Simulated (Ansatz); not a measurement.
(NMe2)3Sn-NH-SiH3 (C6H22N4SiSn), relaxed as a singlet with RKS PBE-D4/def2-SVP in Ansatz, starting from the GFN2-xTB geometry. Force threshold 0.03 eV/Å.

In the def2 sets Sn takes a core potential; there is no spin–orbit coupling.

Start:

| atom | x (Å) | y (Å) | z (Å) |
| --- | --- | --- | --- |
| Sn1 | 0.104 | -0.153 | -0.055 |
| N2 | 0.171 | 1.787 | 0.947 |
| C3 | -0.319 | 2.847 | 0.101 |
| C4 | 1.458 | 2.131 | 1.500 |
| N5 | -1.911 | -0.178 | -0.700 |
| C6 | -2.880 | -0.153 | 0.372 |
| C7 | -2.232 | -1.213 | -1.654 |
| N8 | 0.500 | -1.960 | 1.116 |
| C9 | 1.721 | -2.667 | 0.823 |
| C10 | 0.326 | -1.794 | 2.538 |
| N11 | 1.192 | -0.233 | -1.857 |
| Si12 | 1.307 | 1.010 | -3.050 |
| H13 | -1.254 | 2.539 | -0.362 |
| H14 | 0.392 | 3.132 | -0.685 |
| H15 | -0.507 | 3.724 | 0.727 |
| H16 | 2.203 | 2.389 | 0.737 |
| H17 | 1.835 | 1.304 | 2.100 |
| H18 | 1.332 | 2.999 | 2.154 |
| H19 | -2.985 | -1.121 | 0.876 |
| H20 | -3.852 | 0.115 | -0.050 |
| H21 | -2.597 | 0.604 | 1.101 |
| H22 | -2.334 | -2.202 | -1.193 |
| H23 | -1.459 | -1.250 | -2.418 |
| H24 | -3.183 | -0.958 | -2.130 |
| H25 | 1.633 | -3.682 | 1.221 |
| H26 | 2.611 | -2.206 | 1.270 |
| H27 | 1.850 | -2.735 | -0.256 |
| H28 | 1.197 | -1.345 | 3.032 |
| H29 | 0.159 | -2.780 | 2.982 |
| H30 | -0.548 | -1.176 | 2.732 |
| H31 | 2.045 | -0.766 | -1.755 |
| H32 | -0.046 | 1.507 | -3.271 |
| H33 | 2.187 | 2.125 | -2.659 |
| H34 | 1.882 | 0.364 | -4.234 |

Question: Estimate the energy that the relaxation releases and the steps that it takes.

Answer: 61.3 kJ/mol, in 18 steps; 79 s on 2 threads of AMD EPYC 7R13 on a shared host and a share (18 GiB) of an NVIDIA H100 80GB HBM3. No frequencies were taken in this run, so the end may be a saddle point.

Question: Does the start keep its bonding?

Answer: By distances, no bond broke or formed. The bond that changes most is Sn1–N2, from 2.18 to 2.06 Å (atoms count from 1).

Question: Predict the relaxed structure.

Answer: 
```xyz
34

Sn    0.216   -0.115   -0.090
N     0.199    1.686    0.904
C    -0.512    2.797    0.299
C     1.396    2.077    1.623
N    -1.742   -0.311   -0.695
C    -2.788   -0.137    0.294
C    -2.071   -1.249   -1.749
N     1.133   -1.400    1.246
C     1.608   -2.683    0.767
C     0.592   -1.448    2.592
N     1.317   -0.307   -1.830
Si    1.182    0.790   -3.187
H    -1.378    2.432   -0.290
H     0.126    3.415   -0.384
H    -0.903    3.488    1.084
H     2.116    2.670    1.002
H     1.934    1.185    2.001
H     1.136    2.713    2.504
H    -3.095   -1.092    0.795
H    -3.708    0.286   -0.177
H    -2.465    0.571    1.085
H    -2.361   -2.264   -1.370
H    -1.213   -1.381   -2.438
H    -2.932   -0.876   -2.354
H     0.838   -3.496    0.810
H     2.474   -3.034    1.378
H     1.954   -2.613   -0.285
H     1.384   -1.743    3.321
H    -0.247   -2.182    2.716
H     0.215   -0.451    2.898
H     2.253   -0.690   -1.651
H    -0.246    1.262   -3.229
H     2.074    2.010   -3.109
H     1.515    0.090   -4.482
```
Bond lengths: 6 × C–N 1.45 Å; 4 × N–Sn 2.06 to 2.07 Å; 1 × N–Si 1.75 Å; 18 × C–H 1.11 to 1.12 Å; 3 × H–Si 1.50 to 1.51 Å; 1 × H–N 1.03 Å.
